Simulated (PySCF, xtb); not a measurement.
ethynylcyclopropane (C₅H₆), SMILES C#CC1CC1.

Harmonic wavenumbers (cm⁻¹) from GFN2-xTB (xtb 6.7.1) at its own minimum, in rising order: 181, 182, 439, 445, 647, 662, 792, 834, 856, 955, 1019, 1069, 1071, 1078, 1109, 1154, 1238, 1364, 1434, 1480, 2286, 3026, 3089, 3090, 3096, 3113, 3401.

Q: What does PBE-D3(BJ)/def2-SVP (PySCF) give at its own minimum? (An estimate is asked for; the answer gives what the named calculation found.)

A: 194, 202, 489, 500, 601, 656, 742, 790, 795, 879, 961, 1014, 1023, 1057, 1093, 1142, 1188, 1329, 1383, 1435, 2164, 3070, 3071, 3074, 3165, 3175, 3411. Paired by order, the mean absolute difference is 43 cm⁻¹ and the zero-point energies are 55.9 and 55.2 kcal/mol.
